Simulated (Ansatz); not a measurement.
A calculation with Ansatz (development build ahead of 0.2.0).

```yaml
crystal:
  periodic: [false, false, false]
  atoms:
    - { symbol: H, position_ang: [1.8, 0.0, 0.0] }
    - { symbol: H, position_ang: [0.5562, 1.712, 0.0] }
    - { symbol: H, position_ang: [-1.4562, 1.058, 0.0] }
    - { symbol: H, position_ang: [-1.4562, -1.058, 0.0] }
    - { symbol: H, position_ang: [0.5562, -1.712, 0.0] }
basis:
  gaussian: { orbitals: pcseg-2 }
magnetization:
  initial_magnetization: 1
hamiltonian:
  xc: pbe0
```

The input is written out in the form of the current development build from the run's settings.

The run gave:

* Converged: yes
* Total energy: -2.46965 hartree
* Spin squared of the determinant: 0.750
* Stability test: minimum among restricted orbitals

Caution: stretched shape with no unrestricted run beside it, a lower state can exist.
